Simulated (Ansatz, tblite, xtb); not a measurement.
## A ladder of methods for CH4FSSn (SMILES [CH3][Sn]([F])[SH])

CH4FSSn has 8 atoms, charge 0, and is taken as a doublet. As SMILES, `[CH3][Sn]([F])[SH]`. The coordinates come from a PBE0-D4/def2-TZVP relaxation. This is one conformer, not always the lowest.

```xyz
8

C     0.5879    1.1747   -0.6237
Sn   -0.9098    0.0062    0.4217
F    -0.1360   -0.2689    2.1804
S    -0.9315   -2.2505   -0.4642
H     0.5508    2.2068   -0.2812
H     0.3988    1.1165   -1.6948
H     1.5454    0.7174   -0.3720
H    -1.0133   -2.7593    0.7778
```

Quantity: the dipole moment, in D. The values are calculated.

```
                          level            kind  program  value (D)   CPU time
                      IPEA1-xTB  semi-empirical   tblite       3.38  under 2 s
                       GFN2-xTB  semi-empirical      xtb       3.68  under 2 s
                       GFN0-xTB  semi-empirical      xtb       2.45  under 2 s
                       GFN1-xTB  semi-empirical      xtb       3.54  under 2 s
                     UHF/STO-3G    Hartree–Fock   Ansatz       2.13      3.8 s
                      UHF/3-21G    Hartree–Fock   Ansatz       3.35      8.5 s
  UHF/def2-SVP (core potential)    Hartree–Fock   Ansatz       2.86      7.7 s
                   UPBE0/STO-3G   global hybrid   Ansatz       0.87      9.5 s
UPBE0/def2-SVP (core potential)   global hybrid   Ansatz       2.29       22 s
```

All-electron rows without a relativistic Hamiltonian named are non-relativistic, while core potentials hold scalar relativity, so basis and relativity change together. The values span 0.87 to 3.68 D. Magnitudes only: a small dipole may point the other way at some levels. Sets without polarisation functions give poor dipoles. CPU times are rough (shared hosts, several kinds of processor): they show what a rung costs within a factor of a few.
